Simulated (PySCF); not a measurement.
F3S (cation, charge +1), SMILES F[S+](F)F at its B3LYP/def2-SVP optimised geometry (Å):

```
4

F     -0.8978     0.7605     0.0000
S     -0.6443    -0.7605     0.0000
F     -0.8985    -1.0605    -1.4911
F      0.8978    -0.7605     0.0000
```

Method: B3LYP/def2-TZVP (PySCF). Cells within 0.4 Å of a nucleus heavier than hydrogen are left out (blank, or x).

Map of the HOMO−1 amplitude (bohr^(-3/2)), clipped to [-0.25, 0.25] on the plane z = 0.0 Å; orbital energy -20.51 eV, overall sign arbitrary:

```
|44444444444444444444444444444|
|44444444444444444444444444444|
|44444444444444444444444444444|
|44444444444444444444444444444|
|44444444444444444444444444444|
|44444444444444444444444444444|
|44444444444444444444444444444|
|44444455544333444444444444444|
|44444555553223344444444444444|
|444455567xx012334444444444444|
|44445567xxxx02334444444444444|
|444455679xxx02344444444444444|
|444455678xx112344455544444444|
|44445556664333445555554444444|
|44444555554444455666555444444|
|44444455554444456787655444444|
|4444444444xxx45569xx755444444|
|4444444444xxx4455xxx654444444|
|4444444444xxx4443xxxx44444444|
|4444444444xxx44320xx134444444|
|44444444444444332101234444444|
|44444444444444433222334444444|
|44444444444444433333334444444|
|44444444444444444333444444444|
|44444444444444444444444444444|
|44444444444444444444444444444|
|44444444444444444444444444444|
|44444444444444444444444444444|
|44444444444444444444444444444|
```
Scale: ten equal steps from -0.214 (start of '0') to 0.250 (end of '9'), in the order '0123456789'; x runs from -3.00 to 3.00, y from -3.00 (bottom) to 3.00 (top).
